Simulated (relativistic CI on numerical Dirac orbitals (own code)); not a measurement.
Sensitivity of the levels of Ar13+ to α and to the nuclear radius

Computed by Dirac-Coulomb-Breit CI, KLI orbitals optimised for each configuration, derivatives by finite differences, unscaled Slater integrals, QED left out (own radial code, finite nucleus).

Configuration list (outside the closed core 1s2): 2s2.2p, 2s.2p2, 2p3, 2p2.3s, 2p2.3p, 2p2.3d, 2s2.3s, 2s2.3p. Levels of other configurations are missing.

With x = (α/α₀)² − 1 an excitation energy changes as ω = ω₀ + qx; K = 2q/ω₀ is the relative enhancement. Terms are leading LS components, so labels can repeat. The field-shift factor is F = δν/δ⟨r²⟩ for the transition from the lowest level.

Lowest level 2s2.2p 2P°_1/2.

```
         Level  ω₀ (cm⁻¹)  q (cm⁻¹)        K  F (GHz/fm²)
2s2.2p 2P°_3/2      22527     22760     2.02      -0.0393
 2s.2p2 4P_1/2     223806     20790    0.186        -16.9
 2s.2p2 4P_3/2     232301     30240     0.26        -16.9
 2s.2p2 4P_5/2     243740     41230    0.338        -16.9
 2s.2p2 2D_3/2     414609     34870    0.168        -17.3
 2s.2p2 2D_5/2     415472     37050    0.178        -17.3
 2s.2p2 2S_1/2     520103     27710    0.107        -17.4
 2s.2p2 2P_1/2     552529     38340    0.139          -18
 2s.2p2 2P_3/2     562491     43580    0.155        -18.1
   2p3 4S°_3/2     717576     55720    0.155        -35.4
   2p3 2D°_3/2     822648     53090    0.129        -35.4
   2p3 2D°_5/2     824414     57330    0.139        -35.4
   2p3 2P°_1/2     922641     57140    0.124        -34.5
   2p3 2P°_3/2     926801     64870     0.14        -34.5
 2s2.3s 2S_1/2    3418167     14250  0.00834         7.91
2s2.3p 2P°_1/2    3534334     16110  0.00911         2.99
2s2.3p 2P°_3/2    3540587     22410   0.0127         2.99
 2p2.3s 4P_1/2    4045752     40560     0.02        -28.1
 2p2.3s 4P_3/2    4054557     50790   0.0251        -28.1
 2p2.3s 4P_5/2    4066296     61440   0.0302        -28.1
 2p2.3s 2P_1/2    4081120     47260   0.0232        -28.2
 2p2.3s 2P_3/2    4094763     58760   0.0287        -28.2
2p2.3p 2S°_1/2    4130348     48530   0.0235        -32.9
```

At this charge energies of transitions that change n are usually good to better than 1 %, and those within a shell (Δn = 0) to a few per cent.
